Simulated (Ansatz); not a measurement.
Ansatz (a program for electronic structure) input (B3LYP-D3(BJ)/def2-TZVP):

Ansatz 0.2 input:
```yaml
crystal:
  periodic: [false, false, false]
  atoms:
    - {symbol: Mg, position_ang: [1.07465477, 0.19135820, 0.12472361]}
    - {symbol: Br, position_ang: [-0.32716292, 1.64158889, -1.35875099]}
    - {symbol: Br, position_ang: [-0.04129015, -1.70719742, 1.31598861]}
basis:
  gaussian:
    orbitals: def2-TZVP
hamiltonian:
  xc: b3lyp
  dispersion: d3bj
total_charge: -1
magnetization: {spin_polarized: true, initial_magnetization: 1}
phonons: {temperatures: {t_min: 298.15, t_max: 298.15, t_step: 100}}
```

Output:

```
Functional definition: B3LYP
integrals: 0.08 GiB planned
981 factors; integrals over basis functions are off by at most 2.8e-4 eV
mean field: 1.15 GiB planned
mean field evaluation 1: about -145544.2079 eV, gradient 1.4e1 eV
mean field evaluation 2: about -145544.3614 eV, gradient 1.1e1 eV
mean field evaluation 4: about -145544.6372 eV, gradient 2.2e-1 eV
mean field evaluation 8: about -145544.6492 eV, gradient 7.2e-3 eV
mean field evaluation 16: about -145544.6492 eV, gradient 1.9e-5 eV
mean field -145544.64915270 eV, -5348.6672026551 hartree, gradient 1.9e-5 eV, S^2 0.750722; 0 other end points of the search recorded, 0 dependent functions left out
the calculation of the forces begins
reference -145544.64936304 eV, -5348.6672103853 hartree; 42, 41 occupied and 86, 87 virtual orbitals, 981 factors
these checks for a lower state are left out or cut short: stability, starts, cluster_reference, orbital_swaps, neighbouring_geometries, increment
integrals: 0.08 GiB planned
981 factors; integrals over basis functions are off by at most 2.8e-4 eV
mean field: 1.15 GiB planned
mean field -145544.64914708 eV, -5348.6672024486 hartree, gradient 2.5e-6 eV, S^2 0.750722; 0 other end points of the search recorded, 0 dependent functions left out
the calculation of the forces begins
reference -145544.64935743 eV, -5348.6672101790 hartree; 42, 41 occupied and 86, 87 virtual orbitals, 981 factors
these checks for a lower state are left out or cut short: stability, starts, cluster_reference, orbital_swaps, neighbouring_geometries, increment
integrals: 0.08 GiB planned
981 factors; integrals over basis functions are off by at most 2.8e-4 eV
mean field: 1.15 GiB planned
mean field -145544.64913571 eV, -5348.6672020308 hartree, gradient 2.2e-6 eV, S^2 0.750722; 0 other end points of the search recorded, 0 dependent functions left out
the calculation of the forces begins
reference -145544.64934605 eV, -5348.6672097607 hartree; 42, 41 occupied and 86, 87 virtual orbitals, 981 factors
these checks for a lower state are left out or cut short: stability, starts, cluster_reference, orbital_swaps, neighbouring_geometries, increment
integrals: 0.08 GiB planned
981 factors; integrals over basis functions are off by at most 2.8e-4 eV
mean field: 1.15 GiB planned
mean field evaluation 32: about -145544.6492 eV, gradient 3.6e-2 eV
mean field -145544.64922533 eV, -5348.6672053243 hartree, gradient 1.4e-6 eV, S^2 0.750723; 0 other end points of the search recorded, 0 dependent functions left out
the calculation of the forces begins
reference -145544.64943572 eV, -5348.6672130559 hartree; 42, 41 occupied and 86, 87 virtual orbitals, 981 factors
these checks for a lower state are left out or cut short: stability, starts, cluster_reference, orbital_swaps, neighbouring_geometries, increment
integrals: 0.08 GiB planned
981 factors; integrals over basis functions are off by at most 2.8e-4 eV
mean field: 1.15 GiB planned
mean field -145544.64905761 eV, -5348.6671991609 hartree, gradient 1.3e-6 eV, S^2 0.750721; 0 other end points of the search recorded, 0 dependent functions left out
the calculation of the forces begins
reference -145544.64926792 eV, -5348.6672068897 hartree; 42, 41 occupied and 86, 87 virtual orbitals, 981 factors
these checks for a lower state are left out or cut short: stability, starts, cluster_reference, orbital_swaps, neighbouring_geometries, increment
integrals: 0.08 GiB planned
981 factors; integrals over basis functions are off by at most 2.8e-4 eV
mean field: 1.15 GiB planned
mean field -145544.64914230 eV, -5348.6672022730 hartree, gradient 2.4e-6 eV, S^2 0.750722; 0 other end points of the search recorded, 0 dependent functions left out
the calculation of the forces begins
reference -145544.64935264 eV, -5348.6672100030 hartree; 42, 41 occupied and 86, 87 virtual orbitals, 981 factors
these checks for a lower state are left out or cut short: stability, starts, cluster_reference, orbital_swaps, neighbouring_geometries, increment
integrals: 0.08 GiB planned
981 factors; integrals over basis functions are off by at most 2.8e-4 eV
mean field: 1.15 GiB planned
mean field -145544.64915731 eV, -5348.6672028247 hartree, gradient 2.4e-6 eV, S^2 0.750722; 0 other end points of the search recorded, 0 dependent functions left out
the calculation of the forces begins
reference -145544.64936766 eV, -5348.6672105551 hartree; 42, 41 occupied and 86, 87 virtual orbitals, 981 factors
Total energy: -145544.80433778 eV, -5348.6729056019 hartree
Atom 0 at     1.074655     0.191358     0.124724 Å, force     0.000222     0.000040     0.000026 eV/Å
Atom 1 at    -0.327163     1.641589    -1.358751 Å, force    -0.000092    -0.000247     0.000169 eV/Å
Atom 2 at    -0.041290    -1.707197     1.315989 Å, force    -0.000130     0.000208    -0.000195 eV/Å
Dipole moment:    -0.193289    -0.034418    -0.022433 e Å
Vibrations: 67.73 238.97 311.61 cm⁻¹, zero-point energy 0.038331 eV
```
